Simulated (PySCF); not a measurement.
Cs₂⁺: energy against distance

Set-up: basis Cs def2-SVP with ECP46; scalar-relativistic core potentials; PySCF 2.14. Energies in eV from Cs⁺ + Cs in their ground configurations at the same level. State: doublet, unpaired electrons σ ↑.

```tsv
R (Å)	UHF-CCSD	UHF-CCSD(T)	PBE0	M06-2X
4.719			-0.6335	-0.5180
4.938	-0.5837	-0.5849	-0.6754	-0.5265
5.158	-0.6113	-0.6119	-0.6995	-0.5182
5.322	-0.6223	-0.6225	-0.7084	-0.5076
5.487	-0.6263	-0.6262	-0.7110	-0.4923
5.652	-0.6245	-0.6241	-0.7085	-0.4761
5.871	-0.6144	-0.6137	-0.6989	-0.4503
6.145	-0.5924	-0.5913	-0.6795	-0.4151
6.475	-0.5562	-0.5549	-0.6492	-0.3699
6.914			-0.6034	-0.3092
```

Question: Put a parabola through the three lowest points of the UHF-CCSD curve and estimate Re, k and ωe (reduced mass 66.45 u; 1 eV/Å² = 0.16022 mdyn/Å; ωe = 1302.8·√(k/μ) cm⁻¹).

Answer: Through R = 5.322, 5.487, 5.652 Å the second-order coefficient is 0.107 eV/Å², so Re ≈ 5.518 Å, k ≈ 0.0341 mdyn/Å and ωe ≈ 30 cm⁻¹. A polynomial fit of higher order to the unrounded UHF-CCSD energies gives Re = 5.513 Å, k = 0.0340 mdyn/Å, ωe = 29.5 cm⁻¹; anharmonicity and rounding make the difference.

The higher-order fit for each curve: UHF-CCSD: Re = 5.513 Å, ωe = 29.5 cm⁻¹, De = 0.63 eV; UHF-CCSD(T): Re = 5.504 Å, ωe = 29.5 cm⁻¹, De = 0.63 eV; PBE0: Re = 5.483 Å, ωe = 27.8 cm⁻¹, De = 0.71 eV. M06-2X gives no reliable minimum on this grid.

Correlated steps freeze no core orbitals. Correlated levels converge slowly with the basis: in double zeta they bind strong bonds too weakly, by up to about 1 eV, and carry superposition errors of some tenths. Spin–orbit coupling is left out. The state was picked by a PBE0 search and need not be the measured ground state.
